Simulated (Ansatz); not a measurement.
Basis-set extrapolation for CH7AlO2Si (PBE0-D4/def2-TZVP geometry, frozen core, Ansatz). Multiplicity 1, RHF reference.

```tsv
	def2-TZVPP	def2-QZVPP
HF	-722.649116	-722.674436
MP2 correlation	-0.854290	-0.919463
CCSD(T) correlation	-0.934922	not run
```

Energies in hartree. Use E(X) = E(∞) + A·exp(−7.88·√X) for Hartree–Fock and E(X) = E(∞) + B·X^(−2.97) for correlation, with X = 3 and 4, and add CCSD(T) minus MP2 of the smaller set to the MP2 limit.

Question: What is the CCSD(T) energy at the basis-set limit?

Answer: HF limit: -722.674436 + (-0.025320) × 0.13774 = -722.67792. MP2 limit: -0.919463 + (-0.065173) × 0.74074 = -0.96774. Higher-order term: -0.934922 − (-0.854290) = -0.08063. Total: -723.72629 hartree, 373.5 kJ/mol below CCSD(T)/def2-TZVPP.
